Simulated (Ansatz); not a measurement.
In11P12H32²⁺, a nanocrystal cut from zinc blende InP (hydrogen-capped). The state is a doublet with charge 2. Geometry PBE-D4/def2-SVP, that of the charge +1 singlet; atoms count from 1.

```xyz
55

In   -3.702   -3.692   -1.135
In   -4.059    3.098   -1.913
In   -1.141    3.706    2.376
In   -0.833   -4.081    2.312
In    0.637    0.033    4.250
In   -1.930   -0.217    0.858
In   -0.334   -0.999   -3.276
In    0.609    2.352   -1.005
In    1.982   -1.100    0.352
In    3.586    2.440    1.785
In    4.714    0.816   -3.051
P    -3.937    0.965   -0.292
P    -2.592   -2.692    1.077
P    -1.552   -3.254   -2.637
P    -1.300    1.107    2.948
P    -1.418    3.487   -2.179
P     1.213    3.444    1.191
P    -0.132   -2.514    4.296
P     1.311   -3.583    0.860
P     2.548    0.092    2.522
P    -0.018   -0.111   -0.819
P     2.581    2.397   -2.721
P     3.999   -1.078   -1.269
H    -3.841   -5.401   -0.905
H    -4.835   -2.471   -1.620
H    -4.519    2.419   -3.432
H    -4.596    4.386   -0.901
H    -0.998    4.575    3.860
H    -2.248    3.869    1.032
H    -1.037   -5.750    2.710
H     0.995    0.543    5.863
H    -1.539    0.034   -3.981
H     1.280   -1.360   -3.821
H     4.268    3.215    3.168
H     4.269    2.041    0.223
H     6.018    1.638   -2.284
H     4.426    0.035   -4.563
H    -4.890    1.153    0.759
H    -4.593   -0.129   -0.944
H    -3.641   -2.669    2.057
H    -1.815   -3.934   -3.869
H    -0.534   -4.151   -2.178
H    -2.431    0.911    3.808
H    -1.165    4.887   -2.026
H    -1.107    3.394   -3.574
H     1.507    4.761    0.701
H    -1.250   -2.563    5.190
H     0.777   -3.258    5.116
H     2.425   -4.285    1.423
H     1.228   -4.300   -0.376
H     3.598   -0.710    3.080
H     1.931    2.492   -3.993
H     3.064    3.744   -2.664
H     3.899   -2.335   -1.946
H     5.121   -1.398   -0.441
```

In the def2 sets In takes a core potential; there is no spin–orbit coupling. Single mean-field runs in def2-SVP are fitted with def2-universal-jkfit.

Problem. Estimate the Mulliken populations of the heavy atoms from the PBE0/def2-SVP orbitals of Ansatz.

Solution. 
```csv
atom,charge (e),spin (α − β)
In1,0.36,0.01
In2,0.36,0.00
In3,0.39,-0.01
In4,0.43,0.00
In5,0.44,-0.01
In6,0.47,-0.02
In7,0.32,0.04
In8,0.45,0.02
In9,0.45,-0.01
In10,0.39,-0.01
In11,0.36,0.00
P12,-0.22,0.00
P13,-0.37,0.08
P14,-0.23,0.03
P15,-0.37,0.14
P16,-0.21,0.01
P17,-0.36,0.17
P18,-0.24,0.03
P19,-0.23,0.00
P20,-0.38,0.05
P21,-0.51,0.23
P22,-0.23,0.00
P23,-0.20,0.00
```
Mulliken values depend strongly on the basis.

Problem. Where does the spin sit?

Solution. Summed by element: In 0.00, P 0.75, H 0.24, of 1 unpaired in all. Largest on single atoms: P21 0.23, P17 0.17, P15 0.14.

Problem. And the Mayer bond orders between heavy atoms (over 0.3)?

Solution. In1–P13 0.54 (2.67 Å); In1–P14 0.61 (2.66 Å); In2–P12 0.55 (2.68 Å); In2–P16 0.54 (2.68 Å); In3–P15 0.56 (2.67 Å); In3–P17 0.62 (2.65 Å); In4–P13 0.80 (2.56 Å); In4–P18 0.69 (2.62 Å); In4–P19 0.65 (2.64 Å); In5–P15 0.76 (2.57 Å); In5–P18 0.63 (2.66 Å); In5–P20 0.76 (2.58 Å); In6–P12 0.76 (2.60 Å); In6–P13 0.78 (2.57 Å); In6–P15 0.75 (2.55 Å); In6–P21 0.79 (2.55 Å); In7–P14 0.66 (2.64 Å); In7–P21 0.49 (2.63 Å); In8–P16 0.76 (2.60 Å); In8–P17 0.78 (2.53 Å); In8–P21 0.76 (2.55 Å); In8–P22 0.75 (2.61 Å); In9–P19 0.68 (2.62 Å); In9–P20 0.82 (2.54 Å); In9–P21 0.82 (2.52 Å); In9–P23 0.79 (2.59 Å); In10–P17 0.61 (2.64 Å); In10–P20 0.58 (2.67 Å); In11–P22 0.56 (2.67 Å); In11–P23 0.52 (2.70 Å).
